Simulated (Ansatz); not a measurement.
Al₁₀As₁₀H₃₀⁺, a nanocrystal cut from zinc blende AlAs (hydrogen-capped): single points at one geometry.

```yaml
crystal:
  periodic: [false, false, false]
  atoms:
    - {symbol: Al, position_ang: [-2.029469, -2.335338, -0.610298]}
    - {symbol: Al, position_ang: [-2.623383, 1.177078, -3.583048]}
    - {symbol: Al, position_ang: [-2.341584, 0.598255, 2.023526]}
    - {symbol: Al, position_ang: [-1.980684, 3.761174, -0.666806]}
    - {symbol: Al, position_ang: [0.688428, -2.007025, -3.762013]}
    - {symbol: Al, position_ang: [0.629896, -2.019677, 2.330540]}
    - {symbol: Al, position_ang: [3.591541, -2.602054, -1.185922]}
    - {symbol: Al, position_ang: [0.700986, 0.709371, -0.709604]}
    - {symbol: Al, position_ang: [1.157963, 3.572466, 2.632341]}
    - {symbol: Al, position_ang: [3.774939, 0.715516, 1.968083]}
    - {symbol: As, position_ang: [-3.164294, -1.053596, -2.453777]}
    - {symbol: As, position_ang: [-0.412860, -3.546226, -2.069228]}
    - {symbol: As, position_ang: [-0.716668, -0.723334, 0.719175]}
    - {symbol: As, position_ang: [-0.818724, 2.073088, -2.084392]}
    - {symbol: As, position_ang: [-3.540011, 2.069395, 0.405153]}
    - {symbol: As, position_ang: [-1.071943, 2.441610, 3.174426]}
    - {symbol: As, position_ang: [2.077785, -0.806645, -2.076405]}
    - {symbol: As, position_ang: [2.474398, -3.151811, 1.048086]}
    - {symbol: As, position_ang: [2.100293, -0.397755, 3.521753]}
    - {symbol: As, position_ang: [2.056396, 2.096877, 0.806904]}
    - {symbol: H, position_ang: [-3.047104, -3.228925, 0.217883]}
    - {symbol: H, position_ang: [-2.154154, 0.904630, -5.073125]}
    - {symbol: H, position_ang: [-3.924677, 2.037103, -3.231314]}
    - {symbol: H, position_ang: [-3.248044, -0.236960, 3.023568]}
    - {symbol: H, position_ang: [-2.757863, 4.858149, -1.509938]}
    - {symbol: H, position_ang: [-1.134256, 4.120520, 0.642901]}
    - {symbol: H, position_ang: [-0.617986, -1.175849, -4.168057]}
    - {symbol: H, position_ang: [1.559985, -2.806578, -4.822568]}
    - {symbol: H, position_ang: [-0.188650, -3.029920, 3.241340]}
    - {symbol: H, position_ang: [3.235758, -3.904872, -2.041540]}
    - {symbol: H, position_ang: [5.084194, -2.133986, -0.925618]}
    - {symbol: H, position_ang: [0.894236, 5.073769, 2.190137]}
    - {symbol: H, position_ang: [2.021397, 3.199105, 3.926576]}
    - {symbol: H, position_ang: [4.179247, -0.579449, 1.119977]}
    - {symbol: H, position_ang: [4.839751, 1.589192, 2.759098]}
    - {symbol: H, position_ang: [-3.359414, -2.091306, -3.533679]}
    - {symbol: H, position_ang: [-4.609149, -0.995834, -2.005458]}
    - {symbol: H, position_ang: [-1.215343, -4.641798, -2.730203]}
    - {symbol: H, position_ang: [0.515681, -4.420339, -1.263829]}
    - {symbol: H, position_ang: [0.105872, 2.877943, -2.969553]}
    - {symbol: H, position_ang: [-4.401550, 1.272707, -0.541360]}
    - {symbol: H, position_ang: [-4.644301, 2.721262, 1.202273]}
    - {symbol: H, position_ang: [-2.109786, 3.522120, 3.363291]}
    - {symbol: H, position_ang: [-1.025595, 1.988585, 4.617967]}
    - {symbol: H, position_ang: [2.958794, 0.116502, -2.887999]}
    - {symbol: H, position_ang: [2.029169, -4.598339, 0.997139]}
    - {symbol: H, position_ang: [3.561443, -3.340693, 2.079690]}
    - {symbol: H, position_ang: [2.769438, -1.198425, 4.614104]}
    - {symbol: H, position_ang: [1.294006, 0.527587, 4.399323]}
    - {symbol: H, position_ang: [2.835896, 3.002735, -0.119512]}
basis:
  gaussian: {orbitals: def2-SVP, fitting: {mean_field: def2-universal-jkfit}}
total_charge: 1
magnetization: {spin_polarized: true, initial_magnetization: 1}
hamiltonian: {xc: pbe0, dispersion: d4}
scf: {omitted_lower_state_checks: [starts]}
output: {orbitals: {seedname: orbitals}}
```

The file start.molden holds the orbitals of an earlier run on this structure, at another level or in another basis.

```sh
$ ansatz run in.yaml --threads 5 --pin off --events-out ev --progress --plain --max-ram 66560MiB --backend cuda --devices 0, --max-vram 37GiB
```

It prints (some lines left out):

```
Functional definition: PBE0
  name "PBE0"
  cite "Adamo & Barone, J. Chem. Phys. 110, 6158 (1999) doi:10.1063/1.478522"
  cite "Perdew, Burke & Ernzerhof, Phys. Rev. Lett. 77, 3865 (1996) doi:10.1103/PhysRevLett.77.3865"
  parent pbe
  parameter a = 0.25
  parameter kappa = 0.804
  parameter beta = 0.06672455060314922
  exchange = (1 - a)*pbe_x(kappa = kappa, mu = beta*pi^2/3) + a*exact_x
  correlation = pbe_c(beta = beta)
these checks for a lower state are left out or cut short: starts
4480 factors; integrals over basis functions are off by at most 3.5e-1 eV
mean field evaluation 1: about -674672.3720 eV, gradient 2.3e1 eV
mean field evaluation 2: about -674673.1794 eV, gradient 1.8e1 eV
mean field evaluation 4: about -674675.5238 eV, gradient 3.0e0 eV
mean field evaluation 8: about -674675.5908 eV, gradient 6.3e-1 eV
mean field evaluation 16: about -674675.5992 eV, gradient 2.9e-2 eV
mean field evaluation 32: about -674675.5996 eV, gradient 2.6e-4 eV
mean field -674675.59955942 eV, -24793.8709722625 hartree, gradient 3.9e-6 eV, S^2 0.754134; 0 other end points of the search recorded, 0 dependent functions left out
reference -674675.59963753 eV, -24793.8709751329 hartree; 245, 244 occupied and 405, 406 virtual orbitals, 4480 factors
Total energy: -674678.78357120 eV, -24793.9879825370 hartree
Checks for a lower state left out: starts
```

It took 39 s on 5 threads of AMD EPYC 7R13 on a shared host and a share (37 GiB) of an NVIDIA H100 80GB HBM3, peak host memory 1.4 GiB.

First input, but with `gaussian: {orbitals: def2-SVP, fitting: {mean_field: def2-universal-jkfit}, initial_orbitals: start.molden}`, `hamiltonian: {xc: pbe, dispersion: d4}` (abridged; 26 s):

```
Functional definition: PBE
mean field evaluation 16: about -674649.7836 eV, gradient 1.5e-4 eV
mean field -674649.78361586 eV, -24792.9222538352 hartree, gradient 2.2e-6 eV, S^2 0.751039
Total energy: -674653.25555763 eV, -24793.0498453419 hartree
Checks for a lower state left out: starts
```

As the first input, with `gaussian: {orbitals: def2-SVP, fitting: {mean_field: def2-universal-jkfit}, initial_orbitals: start.molden}`, `hamiltonian: {xc: {name: PBE-QIDH}}` and without the key `output` (abridged; 53 s):

```
Functional definition: PBE-QIDH
mean field evaluation 16: about -674527.0535 eV, gradient 8.5e-4 eV
mean field -674527.05352992 eV, -24788.4120063662 hartree, gradient 4.8e-8 eV, S^2 0.763646
140 core orbitals not correlated: weight in the atoms' cores, before any rotation towards them, 1.000 or more for the frozen orbitals, at most 0.000 for the correlated occupied ones
second order -96.87620105 eV of doubles, -0.00000000 eV of singles
Total energy: -674559.34562855 eV, -24789.5987191026 hartree
Checks for a lower state left out: starts
```

Geometry: r2SCAN-D4/def2-SVP, that of the neutral singlet.

Correlated methods freeze 140 core orbitals; core or outer-core shells of As are correlated, in sets that lack core-valence functions. Single mean-field runs in def2-SVP are fitted with def2-universal-jkfit. At PBE-D4/def2-SVP the gap within one spin of the charge 1 doublet nearly closes, so an electron or hole may be smeared out by delocalisation error.
